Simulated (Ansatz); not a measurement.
`[CH3][InH][CH2]F` + `C=C(F)[NH][SnH3]` → `C=[C](F)[InH][CH3]` + `FC[NH][SnH3]`  (redistribution)

Gas-phase electronic energies from Ansatz, PBE0-D4/def2-TZVP geometries. CCSD(T)/CBS is the MP2 limit (def2-TZVPP, def2-QZVPP) plus CCSD(T) − MP2 in def2-TZVPP, frozen cores. DFT in def2-TZVPP. Elements past krypton have def2 core potentials. For In, Sn outer-core shells are correlated without core-valence functions, which leaves a few kJ/mol of doubt a bond. One conformer a species, not always the lowest.

Question: Is it downhill or uphill in electronic energy at CCSD(T)/CBS, and by how much? (Estimate.)

Answer: Ansatz gave: Downhill: ΔE = -0.15 eV.

Question: What do these levels give: PBE-D4, ωB97X-V, ωB97M-V, B2PLYP, r2SCAN, PBE0, HF/def2-TZVPP, MP2/def2-TZVPP, CCSD/def2-TZVPP, HF/def2-QZVPP, MP2/def2-QZVPP, HF/CBS(def2)? (Estimate.)

Answer: Ansatz gave: PBE-D4 -0.06, ωB97X-V -0.09, ωB97M-V -0.08, B2PLYP -0.10, r2SCAN -0.03, PBE0 -0.03, HF/def2-TZVPP -0.08, MP2/def2-TZVPP -0.13, CCSD/def2-TZVPP -0.14, HF/def2-QZVPP -0.08, MP2/def2-QZVPP -0.12, HF/CBS(def2) -0.08 eV.

Largest T1 diagnostic among the species: 0.013.

In def2-TZVPP, CCSD(T) changes the Hartree–Fock value by −0.07 eV (the triples alone add −0.02 eV) and MP2 by −0.05 eV.
